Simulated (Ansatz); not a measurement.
Basis-set series for `CSB(Cl)Cl`. Total charge 0; spin multiplicity 1. The geometry is a stationary point of PBE0-D4/def2-TZVP. It is one conformer, not always the lowest.

| functional | basis | functions | energy (Eh) | HOMO (eV) | LUMO (eV) |
| --- | --- | --- | --- | --- | --- |
| PBE0-D4 | def2-TZVPP | 230 | -1383.01691 | -7.75 | -1.12 |
| PBE0-D4 | def2-QZVPP | 414 | -1383.05922 | -7.78 | -1.21 |
| ωB97M-V | def2-TZVPP | 230 | -1383.43495 | -9.88 | 0.95 |
| ωB97M-V | def2-QZVPP | 414 | -1383.47513 | -9.92 | 0.84 |

(1) Give the rows for def2-SVP. (Estimate.)

Results:

(1) Computed: 
| functional | basis | functions | energy (Eh) | HOMO (eV) | LUMO (eV) |
| --- | --- | --- | --- | --- | --- |
| PBE0-D4 | def2-SVP | 97 | -1382.49571 | -7.67 | -0.80 |
| ωB97M-V | def2-SVP | 97 | -1382.91518 | -9.76 | 1.32 |

Positive LUMOs are unbound and depend on the basis.
